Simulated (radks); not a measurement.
Problem. All-electron atom: Ba V in [Kr] 4d10 5s2 5p4. All-electron calculation, scalar-relativistic Kohn-Sham, r2SCAN, spin-unpolarised, spherical densities, finite nucleus; meta-GGA in the generalised Kohn-Sham scheme; Fermi nuclear charge, rms radius 4.8378 fm. Program: a radial shooting solver on a logarithmic mesh with Libxc functionals. Some entries of the table are withheld. Estimate them.

orbital,occ.,eigenvalue (hartree),<r> (bohr),r(max) (bohr)
1s,2,(1),(2),0.01642
2s,2,-218.9456,0.1097,0.09283
2p,6,(3),0.09620,0.07464
3s,2,-47.64272,0.2914,0.2659
3p,6,(4),0.2895,(5)
3d,10,-29.79794,0.2665,0.2154
4s,2,-10.61879,0.6739,0.6250
4p,6,-8.25440,0.7148,0.6533
4d,10,-4.80666,0.7973,0.6943
5s,2,-2.61011,1.584,1.451
5p,4,-1.99603,1.777,1.615
4f,0,-1.27716,1.187,(6)
6s,0,-0.93600,3.324,3.147

Solution. 
(1) 1s eigenvalue (hartree): -1372.997
(2) 1s <r> (bohr): 0.02558
(3) 2p eigenvalue (hartree): -196.3697
(4) 3p eigenvalue (hartree): -40.36104
(5) 3p r(max) (bohr): 0.2603
(6) 4f r(max) (bohr): 0.7952
